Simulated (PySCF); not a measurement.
**A search over the determinants of AsH⁺**

Unrestricted PBE0; basis As cc-pVTZ-PP with ECP10, H cc-pVTZ; scalar-relativistic core potentials; PySCF 2.14. Outer shells of the fragments: As+ 3d10 4s2 4p2; H 1s1.

Followed along the bond (rough minima from three points):

```tsv
2Ms+1	unpaired	⟨S²⟩ at the start	R at minimum (Å)	Te (eV)
2	π ↑	0.75	1.54	0.00
4	σ ↑, π ↑↑	3.75	none in the scan	≤ 1.80
```

Solutions found at the starting distance of 1.595 Å, counted from the lowest of them; the search is not exhaustive and high or unbound solutions are not listed, so other states can lie among these:

| 2Ms+1 | unpaired | term | E (eV) | ⟨S²⟩ | ⟨Lz²⟩ | μ (D) |
| --- | --- | --- | --- | --- | --- | --- |
| 2 | π ↑ | ²Π | 0.00 | 0.75 | 1.01 | 0.73 |
| 4 | σ ↑, π ↑↑ | ⁴Σ⁻ | 1.79 | 3.75 | 0.00 | 1.46 |
| 2 | σ ↓, π ↑↑ | mixed | 2.41 | 1.77 | 0.00 | 1.59 |
| 2 | σ ↑, π ↑↓ | mixed | 2.51 | 1.77 | 2.02 | 1.54 |
| 2 | σ ↑ | mixed | 3.71 | 0.76 | 2.01 | 1.55 |
| 4 | σ ↑↑, π ↑ | ⁴Π | 6.85 | 3.75 | 1.00 | 0.43 |
| 2 | π ↑ | ²Π | 8.44 | 0.78 | 1.01 | 2.27 |

A term symbol is given only where ⟨S²⟩ and ⟨Lz²⟩ are close to those of a pure state; real π, δ and φ orbitals otherwise mix terms. A positive dipole points towards H; it is taken about the centre of mass and depends on that origin.

Spin–orbit coupling is left out. Counting both spins, an empty level lies below a filled one in some of these solutions, because spin and occupation are held.
